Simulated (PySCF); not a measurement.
**Orbital picture of CI⁺**

PW91 at R = 1.920 Å; PySCF, scalar-relativistic core potentials, basis sets C aug-cc-pVDZ, I aug-cc-pVDZ-PP with ECP28. State: ¹Σ⁺ (singlet), closed shell. Only the outer orbitals are listed, counted within each symmetry, core potentials removing the inner ones.

| orbital | occ. | ε (eV) | on C (%) | main shells (%) |
| --- | --- | --- | --- | --- |
| 5σ | 2 | -27.68 | 38 | 61 I s, 27 C s, 10 C p |
| 6σ | 2 | -21.45 | 56 | 57 C s, 31 I s, 14 I p |
| 3π | 2 | -15.73 | 26 | 73 I p, 24 C p |
| 3π | 2 | -15.73 | 26 | 73 I p, 24 C p |
| 7σ | 2 | -15.01 | 70 | 39 C p, 31 I p, 30 C s |
| 4π | 0 | -11.78 | 71 | 72 C p, 26 I p |
| 4π | 0 | -11.78 | 71 | 72 C p, 26 I p |
| 8σ | 0 | -8.00 | 24 | 56 I p, 35 C p, 16 I d |

Task: Which are the highest filled and the lowest empty level, where do they sit, and how wide is the gap?

Result: Highest filled 7σ at -15.01 eV (in %: 39 C p, 31 I p, 30 C s); lowest empty 4π at -11.78 eV (in %: 72 C p, 26 I p); the gap at PW91 is 3.23 eV.

| Property | Result |
| --- | --- |
| bond order (Mayer) | 2.00 |
| ⟨S²⟩ | 0.000 |
| charge on C (Mulliken, basis-dependent) | -0.32 |
| charge on C (Löwdin, basis-dependent) | -0.27 |
| dipole moment (positive dipole points towards I; it is taken about the centre of mass and depends on that origin) | 0.00 D |

Spin–orbit coupling is left out.
